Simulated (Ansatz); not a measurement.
Ansatz (an electronic-structure program) input (B3LYP-D3(BJ)/def2-TZVP):

Ansatz 0.2 input:
```yaml
crystal:
  periodic: [false, false, false]
  atoms:
    - {symbol: C, position_ang: [1.49717659, -0.60275429, -0.08048639]}
    - {symbol: C, position_ang: [1.43438709, 0.83831605, 0.35617933]}
    - {symbol: C, position_ang: [-0.02980403, 0.50713998, 0.90464516]}
    - {symbol: C, position_ang: [0.21061767, -0.81503749, 0.31301174]}
    - {symbol: C, position_ang: [-1.19223859, -1.00082019, -0.19769196]}
    - {symbol: C, position_ang: [-1.28959718, 0.54203733, -0.05600038]}
    - {symbol: H, position_ang: [2.31842599, -1.22947732, -0.42980687]}
    - {symbol: H, position_ang: [1.37727693, 1.51619602, -0.50246381]}
    - {symbol: H, position_ang: [2.18691413, 1.23868519, 1.06328605]}
    - {symbol: H, position_ang: [-1.31428619, -1.41873699, -1.20735781]}
    - {symbol: H, position_ang: [-1.85646985, -1.53527671, 0.49010807]}
    - {symbol: H, position_ang: [-1.13692255, 1.02783284, -1.03206021]}
    - {symbol: H, position_ang: [-2.22473975, 0.93380491, 0.37800060]}
basis:
  gaussian:
    orbitals: def2-TZVP
hamiltonian:
  xc: b3lyp
  dispersion: d3bj
total_charge: -1
relax: {f_tol: 0.002, max_steps: 150}
```

Output:

```
Functional definition: B3LYP
integrals: 0.15 GiB planned
1388 factors; their error is unknown
0.35 GiB of the device are held for the grids
1.24 GiB of device memory are held for the factors and their scratch space
mean field: 1.28 GiB planned
mean field evaluation 1: about -6325.5431 eV, gradient 5.6e1 eV
mean field evaluation 2: about -6307.3628 eV, gradient 9.9e1 eV
mean field evaluation 4: about -6333.4902 eV, gradient 8.4e0 eV
mean field evaluation 8: about -6333.6626 eV, gradient 1.8e-1 eV
mean field evaluation 16: about -6333.6233 eV, gradient 1.6e-2 eV
mean field -6333.62326755 eV, -232.7563619983 hartree, gradient 1.8e-5 eV, S^2 0.000000; 0 other end points of the search recorded, 0 dependent functions left out
the calculation of the forces begins
reference -6333.62353630 eV, -232.7563718747 hartree; 22, 22 occupied and 206, 206 virtual orbitals, 1388 factors
relax step   1: F+E_penalty+E_count = -6334.10961188 eV  Δ(F+E_penalty+E_count) = +0.000e0 eV  max|allowed force component| = 1.083e0 eV/Å  Δτ_max = 0.0000 Å  (33 SCF iters, accepted)
these checks for a lower state are left out or cut short: starts, cluster_reference, orbital_swaps, neighbouring_geometries, increment
integrals: 0.15 GiB planned
1388 factors; their error is unknown
0.35 GiB of the device are held for the grids
1.24 GiB of device memory are held for the factors and their scratch space
mean field: 1.28 GiB planned
mean field -6333.66997258 eV, -232.7580783766 hartree, gradient 2.0e-5 eV, S^2 0.000000; 0 other end points of the search recorded, 0 dependent functions left out
the calculation of the forces begins
reference -6333.67024296 eV, -232.7580883130 hartree; 22, 22 occupied and 206, 206 virtual orbitals, 1388 factors
relax step   2: F+E_penalty+E_count = -6334.15619223 eV  Δ(F+E_penalty+E_count) = -4.658e-2 eV  max|allowed force component| = 7.050e-1 eV/Å  Δτ_max = 0.0624 Å  (34 SCF iters, accepted)
these checks for a lower state are left out or cut short: starts, cluster_reference, orbital_swaps, neighbouring_geometries, increment
integrals: 0.15 GiB planned
1388 factors; their error is unknown
0.35 GiB of the device are held for the grids
1.24 GiB of device memory are held for the factors and their scratch space
mean field: 1.28 GiB planned
mean field evaluation 32: about -6333.6879 eV, gradient 7.7e-1 eV
mean field -6333.68876842 eV, -232.7587691110 hartree, gradient 2.0e-5 eV, S^2 0.000000; 0 other end points of the search recorded, 0 dependent functions left out
the calculation of the forces begins
reference -6333.68904001 eV, -232.7587790918 hartree; 22, 22 occupied and 206, 206 virtual orbitals, 1388 factors
relax step   3: F+E_penalty+E_count = -6334.17492138 eV  Δ(F+E_penalty+E_count) = -1.873e-2 eV  max|allowed force component| = 1.277e-1 eV/Å  Δτ_max = 0.0444 Å  (33 SCF iters, accepted)
these checks for a lower state are left out or cut short: starts, cluster_reference, orbital_swaps, neighbouring_geometries, increment
integrals: 0.15 GiB planned
1388 factors; their error is unknown
0.35 GiB of the device are held for the grids
1.24 GiB of device memory are held for the factors and their scratch space
mean field: 1.28 GiB planned
mean field -6333.69056892 eV, -232.7588352781 hartree, gradient 1.9e-5 eV, S^2 0.000000; 0 other end points of the search recorded, 0 dependent functions left out
the calculation of the forces begins
reference -6333.69084033 eV, -232.7588452522 hartree; 22, 22 occupied and 206, 206 virtual orbitals, 1388 factors
relax step   4: F+E_penalty+E_count = -6334.17660105 eV  Δ(F+E_penalty+E_count) = -1.680e-3 eV  max|allowed force component| = 4.818e-2 eV/Å  Δτ_max = 0.0088 Å  (34 SCF iters, accepted)
these checks for a lower state are left out or cut short: starts, cluster_reference, orbital_swaps, neighbouring_geometries, increment
integrals: 0.15 GiB planned
1388 factors; their error is unknown
0.35 GiB of the device are held for the grids
1.24 GiB of device memory are held for the factors and their scratch space
mean field: 1.28 GiB planned
mean field -6333.69185045 eV, -232.7588823735 hartree, gradient 1.9e-5 eV, S^2 0.000000; 0 other end points of the search recorded, 0 dependent functions left out
the calculation of the forces begins
reference -6333.69212145 eV, -232.7588923325 hartree; 22, 22 occupied and 206, 206 virtual orbitals, 1388 factors
relax step   5: F+E_penalty+E_count = -6334.17721511 eV  Δ(F+E_penalty+E_count) = -6.141e-4 eV  max|allowed force component| = 6.816e-2 eV/Å  Δτ_max = 0.0283 Å  (33 SCF iters, accepted)
these checks for a lower state are left out or cut short: starts, cluster_reference, orbital_swaps, neighbouring_geometries, increment
integrals: 0.15 GiB planned
1388 factors; their error is unknown
0.35 GiB of the device are held for the grids
1.24 GiB of device memory are held for the factors and their scratch space
mean field: 1.28 GiB planned
mean field -6333.69218422 eV, -232.7588946392 hartree, gradient 1.9e-5 eV, S^2 0.000000; 0 other end points of the search recorded, 0 dependent functions left out
the calculation of the forces begins
reference -6333.69245520 eV, -232.7589045975 hartree; 22, 22 occupied and 206, 206 virtual orbitals, 1388 factors
relax step   6: F+E_penalty+E_count = -6334.17745869 eV  Δ(F+E_penalty+E_count) = -2.436e-4 eV  max|allowed force component| = 2.631e-2 eV/Å  Δτ_max = 0.0022 Å  (36 SCF iters, accepted)
these checks for a lower state are left out or cut short: starts, cluster_reference, orbital_swaps, neighbouring_geometries, increment
integrals: 0.15 GiB planned
1388 factors; their error is unknown
0.35 GiB of the device are held for the grids
1.24 GiB of device memory are held for the factors and their scratch space
mean field: 1.28 GiB planned
mean field evaluation 64: about -6333.6926 eV, gradient 1.9e-5 eV
mean field -6333.69256150 eV, -232.7589085041 hartree, gradient 1.9e-5 eV, S^2 0.000000; 0 other end points of the search recorded, 0 dependent functions left out
the calculation of the forces begins
reference -6333.69283234 eV, -232.7589184573 hartree; 22, 22 occupied and 206, 206 virtual orbitals, 1388 factors
relax step   7: F+E_penalty+E_count = -6334.17762386 eV  Δ(F+E_penalty+E_count) = -1.652e-4 eV  max|allowed force component| = 1.261e-2 eV/Å  Δτ_max = 0.0075 Å  (34 SCF iters, accepted)
these checks for a lower state are left out or cut short: starts, cluster_reference, orbital_swaps, neighbouring_geometries, increment
integrals: 0.15 GiB planned
1388 factors; their error is unknown
0.35 GiB of the device are held for the grids
1.24 GiB of device memory are held for the factors and their scratch space
mean field: 1.28 GiB planned
mean field -6333.69274468 eV, -232.7589152360 hartree, gradient 1.9e-5 eV, S^2 0.000000; 0 other end points of the search recorded, 0 dependent functions left out
the calculation of the forces begins
reference -6333.69301532 eV, -232.7589251816 hartree; 22, 22 occupied and 206, 206 virtual orbitals, 1388 factors
relax step   8: F+E_penalty+E_count = -6334.17768776 eV  Δ(F+E_penalty+E_count) = -6.390e-5 eV  max|allowed force component| = 1.108e-2 eV/Å  Δτ_max = 0.0088 Å  (35 SCF iters, accepted)
these checks for a lower state are left out or cut short: starts, cluster_reference, orbital_swaps, neighbouring_geometries, increment
integrals: 0.15 GiB planned
1388 factors; their error is unknown
0.35 GiB of the device are held for the grids
1.24 GiB of device memory are held for the factors and their scratch space
mean field: 1.28 GiB planned
mean field -6333.69049046 eV, -232.7588323947 hartree, gradient 1.9e-5 eV, S^2 0.000000; 0 other end points of the search recorded, 0 dependent functions left out
the calculation of the forces begins
reference -6333.69076108 eV, -232.7588423399 hartree; 22, 22 occupied and 206, 206 virtual orbitals, 1388 factors
relax step   9: F+E_penalty+E_count = -6334.17550642 eV  Δ(F+E_penalty+E_count) = +2.181e-3 eV  max|allowed force component| = 2.355e-1 eV/Å  Δτ_max = 0.0067 Å  (34 SCF iters, rejected (line search))
these checks for a lower state are left out or cut short: starts, cluster_reference, orbital_swaps, neighbouring_geometries, increment
integrals: 0.15 GiB planned
1388 factors; their error is unknown
0.35 GiB of the device are held for the grids
1.24 GiB of device memory are held for the factors and their scratch space
mean field: 1.28 GiB planned
mean field -6333.69277441 eV, -232.7589163283 hartree, gradient 1.9e-5 eV, S^2 0.000000; 0 other end points of the search recorded, 0 dependent functions left out
the calculation of the forces begins
reference -6333.69304497 eV, -232.7589262714 hartree; 22, 22 occupied and 206, 206 virtual orbitals, 1388 factors
relax step  10: F+E_penalty+E_count = -6334.17769760 eV  Δ(F+E_penalty+E_count) = -9.840e-6 eV  max|allowed force component| = 7.736e-3 eV/Å  Δτ_max = 0.0032 Å  (34 SCF iters, accepted)
these checks for a lower state are left out or cut short: starts, cluster_reference, orbital_swaps, neighbouring_geometries, increment
integrals: 0.15 GiB planned
1388 factors; their error is unknown
0.35 GiB of the device are held for the grids
1.24 GiB of device memory are held for the factors and their scratch space
mean field: 1.28 GiB planned
mean field -6333.69275165 eV, -232.7589154922 hartree, gradient 1.9e-5 eV, S^2 0.000000; 0 other end points of the search recorded, 0 dependent functions left out
the calculation of the forces begins
reference -6333.69302219 eV, -232.7589254342 hartree; 22, 22 occupied and 206, 206 virtual orbitals, 1388 factors
relax step  11: F+E_penalty+E_count = -6334.17770065 eV  Δ(F+E_penalty+E_count) = -3.051e-6 eV  max|allowed force component| = 3.227e-3 eV/Å  Δτ_max = 0.0014 Å  (34 SCF iters, accepted)
these checks for a lower state are left out or cut short: starts, cluster_reference, orbital_swaps, neighbouring_geometries, increment
integrals: 0.15 GiB planned
1388 factors; their error is unknown
0.35 GiB of the device are held for the grids
1.24 GiB of device memory are held for the factors and their scratch space
mean field: 1.28 GiB planned
mean field evaluation 96: about -6333.6928 eV, gradient 7.3e-4 eV
mean field -6333.69275524 eV, -232.7589156239 hartree, gradient 1.9e-5 eV, S^2 0.000000; 0 other end points of the search recorded, 0 dependent functions left out
the calculation of the forces begins
reference -6333.69302579 eV, -232.7589255665 hartree; 22, 22 occupied and 206, 206 virtual orbitals, 1388 factors
relax step  12: F+E_penalty+E_count = -6334.17770200 eV  Δ(F+E_penalty+E_count) = -1.356e-6 eV  max|allowed force component| = 1.031e-3 eV/Å  Δτ_max = 0.0010 Å  (34 SCF iters, accepted)
integrals: 0.15 GiB planned
1388 factors; their error is unknown
0.35 GiB of the device are held for the grids
1.24 GiB of device memory are held for the factors and their scratch space
mean field: 1.28 GiB planned
mean field evaluation 128: about -6333.6928 eV, gradient 1.9e-5 eV
mean field -6333.69275524 eV, -232.7589156239 hartree, gradient 1.9e-5 eV, S^2 0.000000; 1 other end points of the search recorded, 0 dependent functions left out
the calculation of the forces begins
reference -6333.69302579 eV, -232.7589255665 hartree; 22, 22 occupied and 206, 206 virtual orbitals, 1388 factors
Total energy: -6334.17797256 eV, -232.7767470314 hartree
Atom 0 at     1.517769    -0.598008    -0.137763 Å, force     0.000146    -0.000690     0.000039 eV/Å
Atom 1 at     1.442533     0.847287     0.366881 Å, force     0.000155     0.000463     0.000180 eV/Å
Atom 2 at    -0.026158     0.487569     0.881855 Å, force    -0.000025     0.001031    -0.000083 eV/Å
Atom 3 at     0.214159    -0.790701     0.295361 Å, force    -0.000024    -0.000778    -0.000177 eV/Å
Atom 4 at    -1.212839    -1.021104    -0.185890 Å, force     0.000083    -0.000374     0.000092 eV/Å
Atom 5 at    -1.299437     0.546307    -0.048460 Å, force    -0.000370     0.000019     0.000175 eV/Å
Atom 6 at     2.333702    -1.244210    -0.452566 Å, force    -0.000078    -0.000015    -0.000065 eV/Å
Atom 7 at     1.371504     1.572343    -0.452822 Å, force    -0.000128     0.000106     0.000085 eV/Å
Atom 8 at     2.176441     1.226866     1.097624 Å, force    -0.000032    -0.000009    -0.000090 eV/Å
Atom 9 at    -1.357357    -1.440807    -1.186005 Å, force     0.000054     0.000009    -0.000128 eV/Å
Atom 10 at    -1.851399    -1.550780     0.527588 Å, force     0.000107     0.000053    -0.000188 eV/Å
Atom 11 at    -1.095059     0.982560    -1.041989 Å, force     0.000084     0.000052     0.000096 eV/Å
Atom 12 at    -2.233119     0.984588     0.335549 Å, force     0.000028     0.000132     0.000065 eV/Å
Dipole moment:    -0.273151    -0.101171    -0.386198 e Å
```

It need not be the lowest isomer of its formula. Whether it binds its extra electron was not tested at this geometry.
